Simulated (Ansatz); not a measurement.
Compare A (`FC1O[SiH2]O1`) with its isomer B (`O=CO[SiH2]F`).

Gas-phase electronic energies from Ansatz, PBE0-D4/def2-TZVP geometries. CBS: MP2 limit from def2 TZ/QZ plus the TZ coupled-cluster correction, frozen cores. DFT in def2-TZVPP. B3LYP here is the variant with VWN-RPA as its local correlation; programs differ in this. One conformer a species, not always the lowest.

A:

```xyz
8

F    -0.988    1.829    0.337
C    -0.735    0.522    0.552
O    -0.881   -0.208   -0.637
Si    0.745   -0.588   -0.538
O     0.621    0.329    0.855
H    -1.401    0.177    1.347
H     1.610   -0.041   -1.606
H     1.029   -2.021   -0.309
```

B:

Z-matrix (Å, degrees):
```
Si
F 1 1.586
O 1 1.674 2 109.4
H 1 1.473 2 108.5 3 -112.8
H 1 1.473 2 109.6 3 121.9
C 3 1.341 1 121.0 2 70.9
O 6 1.193 3 124.5 1 -2.6
H 6 1.099 3 110.8 1 177.4
```

Which isomer does CCSD(T)/CBS put lower? Give the gap. (Estimate.)

Ansatz gave: B, by 149.8 kJ/mol.

Give E(B) − E(A) in kJ/mol with PBE0-D4, LDA (SPW92), r2SCAN-D4, CCSD(T)/def2-TZVPP, B3LYP-D4, B3LYP, PBE-D4. (An estimate is asked.)

Computed: PBE0-D4 -136.3, LDA (SPW92) -119.9, r2SCAN-D4 -147.0, CCSD(T)/def2-TZVPP -148.8, B3LYP-D4 -160.8, B3LYP -161.2, PBE-D4 -144.9. None reverses the order clearly.

Does the order hold for the free energy at 298.15 K (harmonic terms from PBE0-D4)? (Estimate.)

Ansatz gave: Yes: G(B) − G(A) = -158.9 kJ/mol, for one conformer each.

Largest T1 diagnostic: 0.015.

From r2SCAN to r2SCAN0 (25 % exact exchange), in def2-TZVPP and without D4, E(B) − E(A) moves by +7.4 kJ/mol. In def2-TZVPP, CCSD(T) changes the Hartree–Fock value by +13.1 kJ/mol (the triples alone add −0.8 kJ/mol) and MP2 by +9.9 kJ/mol.
